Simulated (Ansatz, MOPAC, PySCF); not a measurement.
NH3 (SMILES N) and COS (SMILES O=C=S) are pulled apart as rigid monomers along the line of their centres of mass, from the B3LYP-D3(BJ)/def2-TZVP minimum. Starting geometry (charge 0, multiplicity 1):
```xyz
7

N      0.08142    -0.08459     0.02662
H      0.71661     0.69713    -0.08732
H      0.50145    -0.88624    -0.42973
H     -0.76990     0.13822    -0.47620
O      1.19389     1.01500     2.80680
C      0.41726     0.23311     3.15459
S     -0.62203    -0.81338     3.66738
```

Interaction energies with rigid monomers; basis-set methods are counterpoise corrected unless marked otherwise.

Rows in 3-21G, 6-31G* carry no dispersion term and start afresh at each structure (6-31G* with six Cartesian d functions). MP2/6-31G* freezes PySCF's default core. The state that PM3, PM6 reach isn't checked.

Run with Ansatz (a first-principles code); MOPAC for PM3, PM6 (differences of heats of formation); PySCF for 3-21G rows, 6-31G* rows, the dispersion terms. 

```csv
N1···C6 (Å),PM3 (kcal/mol),PM6 (kcal/mol),HF/3-21G (no counterpoise) (kcal/mol),B3LYP-D3(BJ)/def2-TZVPPD (kcal/mol),MP2/6-31G* (kcal/mol)
2.85,1.31,-2.24,-4.71,-0.80,0.22
3.16,-0.09,-1.93,(withheld),-1.69,-0.99
3.63,-0.57,-1.23,-2.47,-1.33,-1.01
4.42,-0.44,(withheld),-0.87,-0.53,-0.50
5.67,-0.19,-0.15,-0.29,-0.14,-0.15
```

**Question.** Complete the blanks.

**Answer.** 
- 3.16, HF/3-21G (no counterpoise) (kcal/mol): -4.27
- 4.42, PM6 (kcal/mol): -0.51
